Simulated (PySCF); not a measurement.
# Computed structure and properties of [BiF2]+

System: [BiF2]+ (singlet); start: template (C2v). Method: PySCF 2.14.0, RKS BP86, Bi def2-SVP with ECP60, F def2-SVP; non-relativistic Hamiltonian with scalar-relativistic core potentials where named; density fitting; no spin-orbit coupling.

Input of the relaxation:

```python
mol = gto.M(atom='''
Bi     0.00000     0.00000    -0.12323
F      1.78970    -0.00000     0.67777
F     -1.78970     0.00000     0.67777''',
    basis={'Bi': 'def2-SVP', 'F': 'def2-SVP'},
    ecp={'Bi': 'def2-SVP'},
    charge=1, spin=0)
mf = dft.RKS(mol, xc='B88,P86')
mf.grids.atom_grid = (50, 194)
mf = mf.density_fit()  # fitting sets: Bi def2-universal-JKFIT, F def2-universal-JKFIT
mf.conv_tol = 1e-08; mf.max_cycle = 55
mf.kernel(dm0)  # dm0: converged density of the start geometry
# quasi-Newton relaxation in Cartesian coordinates to a largest gradient under 0.00045 Eh/bohr, steps kept in the point group
```

Run from Python with OMP_NUM_THREADS=2; the lines above give its settings. Where DIIS fails, smearing, a level shift and second-order steps follow.
It took 5.2 s on 2 threads of Arm Neoverse V2, on a shared host, from the converged density of the start.

Course of the relaxation:

| step | energy above end (eV) | largest force component within the symmetry (eV/Å) |
| --- | --- | --- |
| 0 | 0.6055 | 2.974 |
| 1 | 0.3077 | 1.210 |
| 2 | 0.1790 | 0.927 |
| 3 | 0.0080 | 0.443 |
| 4 | 0.0048 | 0.485 |
| 5 | -0.0001 | 0.065 |
| 6 | 0.0002 | 0.013 |
| 7 | 0.0000 | 0.002 |

Relaxed geometry (C2v):

```xyz
3

Bi    0.0000    0.0000   -0.4836
F     1.4847    0.0000    0.8579
F    -1.4847    0.0000    0.8579
```

```
   contact      Å
Bi1–F2 (F)  2.001
Bi1–F3 (F)  2.001
```

On the finer grid (75, 302):

```json
{
 "HOMO": "-15.20 eV",
 "LUMO": "-11.60 eV",
 "Dipole about the centre of mass": "3.91 D",
 "Set of Mulliken populations of Bi1 outside the core potential": "s 3.95, p 7.33, d 10.17",
 "D3(BJ) dispersion energy (not in the energies)": "-0.063 eV"
}
```

```
atom  Mulliken (e)  Löwdin (e)  spin (e)
 Bi1          1.55        1.39      0.00
  F2         -0.28       -0.20      0.00
  F3         -0.28       -0.20      0.00
```

On the grid (50, 194), as all that follows. Harmonic modes: a minimum; lowest 187 cm⁻¹ (negative: unstable), highest 640 cm⁻¹, zero-point energy 0.091 eV.

Taking off one F (charge -1, singlet; the rest: singlet) in vacuum, both parts rigid, costs 18.67 eV; the small basis without counterpoise inflates it. Most of it is the attraction of opposite charges; other ways to part are cheaper, and one spin state was tried for the rest.

Rigid scan of F along the line from its metal, all other atoms held (where the atom bridges, its other bond changes as well):

(distance to F2 (Å), energy (eV)): (1.70, 1.926), (1.80, 0.717), (1.90, 0.153), (2.00, 0.000), (2.10, 0.110), (2.20, 0.374), (2.40, 1.119), (2.70, 2.293), (3.10, 3.515), (3.60, 4.465)

One start shape was tried, so this needn't be the lowest isomer.
